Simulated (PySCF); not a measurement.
C8H9FO2S.
Numbering: `[CH3:1][CH2:2][C@@H:3]1[CH2:4][O:5][c:6]2[c:7]([cH:8][s:9][c:10]2[F:11])[O:12]1` (hydrogens: H13, H14, H15 on C1; H16, H17 on C2; H18 on C3; H19, H20 on C4; H21 on C8)

Theory: PBE0-D3(BJ)/def2-SVP geometry optimisation, gas phase (PySCF).

Q: What internal coordinates does the optimisation give?

A: 
```json
{"bond": "C1–C2", "length (Å)": "1.519", "order": "single"}
{"bond": "C2–C3", "length (Å)": "1.523", "order": "single"}
{"bond": "C3–C4", "length (Å)": "1.522", "order": "single"}
{"bond": "C4–O5", "length (Å)": "1.415", "order": "single"}
{"bond": "O5–C6", "length (Å)": "1.352", "order": "single"}
{"bond": "C6–C7", "length (Å)": "1.436", "order": "aromatic"}
{"bond": "C7–C8", "length (Å)": "1.367", "order": "aromatic"}
{"bond": "C8–S9", "length (Å)": "1.729", "order": "aromatic"}
{"bond": "S9–C10", "length (Å)": "1.730", "order": "aromatic"}
{"bond": "C10–F11", "length (Å)": "1.320", "order": "single"}
{"bond": "C7–O12", "length (Å)": "1.350", "order": "single"}
{"bond": "C3–O12", "length (Å)": "1.429", "order": "single"}
{"bond": "C6–C10", "length (Å)": "1.367", "order": "aromatic"}
{"bond": "C1–H13, C1–H14, C1–H15", "length (Å)": "1.100", "order": "single"}
{"bond": "C2–H16", "length (Å)": "1.103", "order": "single"}
{"bond": "C2–H17", "length (Å)": "1.102", "order": "single"}
{"bond": "C3–H18", "length (Å)": "1.102", "order": "single"}
{"bond": "C4–H19", "length (Å)": "1.098", "order": "single"}
{"bond": "C4–H20", "length (Å)": "1.105", "order": "single"}
{"bond": "C8–H21", "length (Å)": "1.087", "order": "single"}
```

Bonds in one row agree within 0.01 Å and their mean is given. Orders are formal, as drawn. A selection of angles:
```json
{"angle": "C2–C1–H13", "degrees": "111.2"}
{"angle": "H13–C1–H14", "degrees": "107.8"}
{"angle": "C1–C2–C3", "degrees": "113.0"}
{"angle": "C1–C2–H16", "degrees": "110.6"}
{"angle": "C1–C2–H17", "degrees": "110.4"}
{"angle": "C3–C2–H16", "degrees": "107.7"}
{"angle": "C3–C2–H17", "degrees": "108.9"}
{"angle": "H16–C2–H17", "degrees": "106.0"}
{"angle": "C2–C3–C4", "degrees": "113.3"}
{"angle": "C2–C3–O12", "degrees": "111.1"}
{"angle": "C2–C3–H18", "degrees": "109.7"}
{"angle": "C4–C3–O12", "degrees": "109.2"}
{"angle": "C4–C3–H18", "degrees": "108.5"}
{"angle": "O12–C3–H18", "degrees": "104.7"}
{"angle": "C3–C4–O5", "degrees": "111.3"}
{"angle": "C3–C4–H19", "degrees": "110.8"}
{"angle": "C3–C4–H20", "degrees": "109.3"}
{"angle": "O5–C4–H19", "degrees": "106.8"}
{"angle": "O5–C4–H20", "degrees": "109.9"}
{"angle": "H19–C4–H20", "degrees": "108.7"}
{"angle": "C4–O5–C6", "degrees": "111.6"}
{"angle": "O5–C6–C7", "degrees": "122.8"}
{"angle": "O5–C6–C10", "degrees": "126.0"}
{"angle": "C7–C6–C10", "degrees": "111.2"}
{"angle": "C6–C7–C8", "degrees": "113.4"}
{"angle": "C6–C7–O12", "degrees": "121.5"}
{"angle": "C8–C7–O12", "degrees": "125.1"}
{"angle": "C7–C8–S9", "degrees": "111.4"}
{"angle": "C7–C8–H21", "degrees": "127.6"}
{"angle": "S9–C8–H21", "degrees": "121.0"}
{"angle": "C8–S9–C10", "degrees": "91.3"}
{"angle": "S9–C10–F11", "degrees": "120.3"}
{"angle": "C6–C10–S9", "degrees": "112.7"}
{"angle": "C6–C10–F11", "degrees": "127.0"}
{"angle": "C3–O12–C7", "degrees": "113.4"}
```

Torsions: C1–C2–C3–C4 179° (antiperiplanar); C2–C3–C4–O5 -61° (synclinal); C3–C4–O5–C6 -48° (synclinal); C4–O5–C6–C7 18° (synperiplanar); C6–C7–O12–C3 17° (synperiplanar); C2–C3–O12–C7 80° (synclinal).

The 4 C–O bonds span 1.350 Å (C7–O12, drawn single) to 1.429 Å (C3–O12, drawn single), a spread of 0.079 Å. Of the pairs four or more bonds apart, O12···H15 is among the closest relative to their van der Waals radii: 2.59 Å, 95 % of the sum of Bondi's values. The 5-membered ring C6–C7–C8–S9–C10 has internal angles of 91.3° to 113.4° (sum 540°, against 540° for a flat polygon); it is planar, 0.00 Å rms from its mean plane, widest ring torsion 0°. The 6-membered ring C3–C4–O5–C6–C7–O12 has internal angles of 109.2° to 122.8°; it is puckered, 0.20 Å rms from its mean plane, widest ring torsion 64°. O12 (aryl ether oxygen) is bent (angle 113.4°). The 6 C–C bonds span 1.367 Å (C6–C10, aromatic) to 1.523 Å (C2–C3, drawn single), a spread of 0.156 Å.

Point group: C1 (no symmetry element, even within 0.4 Å). Whether it is a minimum is left open (no frequencies). One conformer, not necessarily the lowest.

The run took about 5 min of CPU time (one thread, shared machine). That covers the optimisation of the geometry.
